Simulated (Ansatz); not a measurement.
Basis-set extrapolation for C$_{8}$H$_{12}$O$_{2}$ (`CC1(C)C(=O)C(C)(C)C1=O`) (PBE0-D4/def2-TZVP geometry, frozen core, Ansatz 0.2.0). Multiplicity 1, RHF reference.

```json
{"": "HF", "def2-TZVPP": "-459.813522", "def2-QZVPP": "-459.833807"}
{"": "MP2 correlation", "def2-TZVPP": "-1.789524", "def2-QZVPP": "-1.909025"}
{"": "CCSD(T) correlation", "def2-TZVPP": "-1.927822", "def2-QZVPP": "not run"}
```

Energies in hartree. Use E(X) = E(∞) + A·exp(−7.88·√X) for Hartree–Fock and E(X) = E(∞) + B·X^(−2.97) for correlation, with X = 3 and 4, and add CCSD(T) minus MP2 of the smaller set to the MP2 limit.

Problem. What is the CCSD(T) energy at the basis-set limit?

Solution. HF limit: -459.833807 + (-0.020285) × 0.13774 = -459.83660. MP2 limit: -1.909025 + (-0.119501) × 0.74074 = -1.99754. Higher-order term: -1.927822 − (-1.789524) = -0.13830. Total: -461.97244 hartree, 6.29 eV below CCSD(T)/def2-TZVPP.
